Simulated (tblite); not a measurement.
C₅H₁₀BClS.
SMILES with atom numbers: `[CH3:1][CH2:2][S:3][BH:4]/[CH:5]=[C:6](\[CH3:7])[Cl:8]` (hydrogens: H9, H10, H11 on C1; H12, H13 on C2; H14 on B4; H15 on C5; H16, H17, H18 on C7)

Computed with GFN2-xTB (tblite), gas phase: L-BFGS steps from a force-field or distance-geometry start until the largest atomic force falls under 0.01 eV/Å.

The end geometry, which sets the zero of energy:
```
atom  x, y, z in Å
C1      3.0448   -0.7099   -0.0416
C2      2.6659    0.6024   -0.7002
S3      1.2626    1.4176    0.1649
B4     -0.1483    0.5012   -0.3775
C5     -1.5094    0.9182    0.2065
C6     -2.6986    0.3536   -0.0263
C7     -3.0088   -0.8097   -0.9009
Cl8    -4.1155    0.9869    0.7634
H9      2.2190   -1.4169   -0.0881
H10     3.9040   -1.1441   -0.5491
H11     3.3008   -0.5472    1.0026
H12     3.4884    1.3143   -0.6488
H13     2.3779    0.4597   -1.7404
H14     0.0078   -0.3655   -1.1476
H15    -1.5080    1.7595    0.8913
H16    -3.3593   -1.6457   -0.2956
H17    -2.1281   -1.1156   -1.4550
H18    -3.8042   -0.5523   -1.5989
```

Problem. These geometries come from the run, each turned onto the end geometry. Order them by energy, lowest first.
A.
```
atom  x, y, z in Å
C1      3.0855   -0.7334   -0.5215
C2      2.6666    0.6838   -0.1412
S3      1.2233    0.7499    0.9105
B4     -0.2662    0.1846   -0.1479
C5     -1.5909    1.0393   -0.1507
C6     -2.7950    0.5058   -0.3217
C7     -3.0104   -0.9635   -0.5028
Cl8    -4.1968    1.5473   -0.3159
H9      2.2373   -1.3563   -0.8783
H10     3.8245   -0.6068   -1.3298
H11     3.6585   -1.2304    0.3008
H12     3.4761    1.2307    0.3880
H13     2.4224    1.1812   -1.1037
H14     0.0367   -0.4323   -1.1350
H15    -1.5624    2.1338   -0.0352
H16    -3.5516   -1.2786    0.4513
H17    -2.0521   -1.5231   -0.6117
H18    -3.6146   -1.1255   -1.3967
```
B.
```
atom  x, y, z in Å
C1      2.8545   -0.8097   -0.3028
C2      2.7445    0.6902   -0.4909
S3      1.2372    1.4240    0.2806
B4     -0.1398    0.6185   -0.4765
C5     -1.5331    1.0753    0.0013
C6     -2.6770    0.3929   -0.0839
C7     -2.8887   -0.9801   -0.6169
Cl8    -4.1471    1.1089    0.5185
H9      2.0769   -1.3261   -0.8598
H10     3.8219   -1.1519   -0.6655
H11     2.7641   -1.0762    0.7482
H12     3.5645    1.2103    0.0040
H13     2.7361    0.9586   -1.5478
H14     0.0327   -0.2004   -1.2928
H15    -1.5952    2.0446    0.4853
H16    -3.3974   -1.5876    0.1313
H17    -1.9395   -1.4400   -0.8720
H18    -3.5235   -0.9448   -1.5015
```
C.
```
atom  x, y, z in Å
C1      2.8714   -0.7980   -0.1784
C2      2.6741    0.6434   -0.6061
S3      1.2874    1.4634    0.2864
B4     -0.1284    0.6314   -0.3645
C5     -1.5237    1.0522    0.1308
C6     -2.6679    0.3894   -0.0682
C7     -2.8552   -0.9117   -0.7670
Cl8    -4.1601    1.0234    0.5600
H9      2.0055   -1.4025   -0.4356
H10     3.7422   -1.2153   -0.6775
H11     3.0230   -0.8594    0.8951
H12     3.5560    1.2402   -0.3771
H13     2.4591    0.7187   -1.6708
H14     0.0432   -0.2004   -1.1686
H15    -1.6010    1.9684    0.7040
H16    -3.1338   -1.6771   -0.0437
H17    -1.9393   -1.2161   -1.2632
H18    -3.6616   -0.8434   -1.4967
```
D.
```
atom  x, y, z in Å
C1      2.9272   -0.7660   -0.0832
C2      2.6725    0.6197   -0.6439
S3      1.2746    1.4493    0.2165
B4     -0.1405    0.6176   -0.4408
C5     -1.5126    1.0061    0.1357
C6     -2.6705    0.3632   -0.0431
C7     -2.9166   -0.8741   -0.8319
Cl8    -4.1093    0.9495    0.7429
H9      2.0444   -1.3928   -0.1935
H10     3.7543   -1.2345   -0.6137
H11     3.1766   -0.7056    0.9735
H12     3.5344    1.2668   -0.4895
H13     2.4343    0.5826   -1.7058
H14     0.0256   -0.1855   -1.2760
H15    -1.5439    1.8768    0.7812
H16    -3.1724   -1.6936   -0.1593
H17    -2.0322   -1.1445   -1.3989
H18    -3.7549   -0.7285   -1.5116
```
E.
```
atom  x, y, z in Å
C1      3.0587   -0.7727   -0.4728
C2      2.6963    0.6800   -0.2577
S3      1.1724    1.0125    0.7361
B4     -0.1300    0.4243   -0.2968
C5     -1.5468    0.9955   -0.0676
C6     -2.7383    0.4455   -0.3024
C7     -3.0510   -0.9934   -0.5072
Cl8    -4.1733    1.4516   -0.2830
H9      2.2228   -1.3578   -0.8467
H10     3.8558   -0.7872   -1.2126
H11     3.4124   -1.2249    0.4512
H12     3.4781    1.1800    0.3100
H13     2.5491    1.2033   -1.2037
H14     0.1441   -0.2724   -1.1977
H15    -1.5565    2.0472    0.2072
H16    -3.5823   -1.3340    0.3888
H17    -2.1285   -1.5614   -0.6070
H18    -3.6919   -1.1296   -1.3796
```

Solution. D (0.006 eV), C (0.017 eV), B (0.048 eV), E (0.198 eV), A (0.879 eV).

In the order of the answer:

| step | E above end (eV) | largest force (eV/Å) | rms force component (eV/Å) | rms distance from end (Å) | rms bond change (Å) | bond most changed (Å) |
| --- | --- | --- | --- | --- | --- | --- |
| 116 | 0.006 | 0.03 | 0.007 | 0.155 | 0.000 | B4–H14 +0.001 |
| 86 | 0.017 | 0.09 | 0.025 | 0.260 | 0.001 | C2–S3 +0.003 |
| 54 | 0.048 | 0.07 | 0.021 | 0.461 | 0.002 | C2–S3 +0.006 |
| 20 | 0.198 | 0.28 | 0.088 | 0.700 | 0.005 | C6–Cl8 +0.011 |
| 0 | 0.879 | 2.16 | 0.640 | 0.793 | 0.044 | S3–B4 +0.145 |

What follows is the cost of the whole relaxation. On one thread of an Arm Neoverse N1, shared host with 64 logical CPUs at a one-minute load of 62, this took 2.2 s of wall time.
